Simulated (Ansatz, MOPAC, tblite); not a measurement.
Potential energy curve for W(F)6, F6W, SMILES [F][W]([F])([F])([F])([F])[F]. The W1–F7 bond (W1 also carries F, F, F, F, F; F7 carries nothing else) is pulled apart rigidly from the PBE0/def2-TZVP, def2 effective core potentials past Kr optimised geometry.

Levels: UKS-PBE0 = Ansatz (a first-principles code) with unrestricted PBE0/def2-TZVP, def2 effective core potentials past Kr; RKS-PBE0 = restricted PBE0/def2-TZVP, def2 effective core potentials past Kr (Ansatz); GFN2-xTB, 300 K electronic temperature (tblite); UKS-PBE = unrestricted PBE/def2-TZVP, def2 effective core potentials past Kr (Ansatz); PM6, restricted, heats of formation (MOPAC).

Energies are in mEh, each relative to the lowest point of its own curve near equilibrium.

```tsv
R / Å	UKS-PBE0	RKS-PBE0	GFN2-xTB	UKS-PBE	PM6
1.52	109.5	109.5	52.7	122.2	55.3
1.61	46.5	46.5	___	55.3	___
1.73	7.9	7.9	3.2	___	4.8
1.78	1.9	1.9	0.8	4.0	1.3
1.83	0.0	0.0	0.0	0.3	0.0
1.89	1.7	1.7	0.5	0.0	1.0
1.97	9.0	9.0	___	4.7	5.8
2.06	21.4	21.4	7.6	14.4	14.4
2.24	52.5	52.5	___	40.8	37.1
2.44	88.9	88.9	___	72.8	64.1
2.70	132.2	132.2	73.1	110.8	96.9
2.97	169.5	169.5	108.4	143.0	126.5
3.43	200.4	215.6	163.6	178.6	165.3
3.84	209.8	240.8	200.8	195.2	189.0
4.46	215.5	260.4	235.3	207.4	212.1
5.26	218.1	272.7	—	214.3	228.8
```

### Question
Fill in the missing entries.

### Answer

- 1.61, GFN2-xTB: 20.0
- 1.61, PM6: 25.3
- 1.73, UKS-PBE: 11.9
- 1.97, GFN2-xTB: 3.0
- 2.24, GFN2-xTB: 21.1
- 2.44, GFN2-xTB: 41.4

Dashes: no converged value, or the column stops at the first point that the program doubted or that broke a chosen test of continuity, which isn't proof of a fault.

The unrestricted determinant behind UKS-PBE0 is spin-contaminated at 3.43 to 5.26 Å (<S²> up to 0.9, against 0.00 for a pure singlet). The restricted form behind RKS-PBE0, PM6 keeps the bonding electrons paired and can't separate into open-shell fragments. The unrestricted determinant behind UKS-PBE is spin-contaminated at 3.43 to 5.26 Å (<S²> up to 0.7, against 0.00 for a pure singlet).
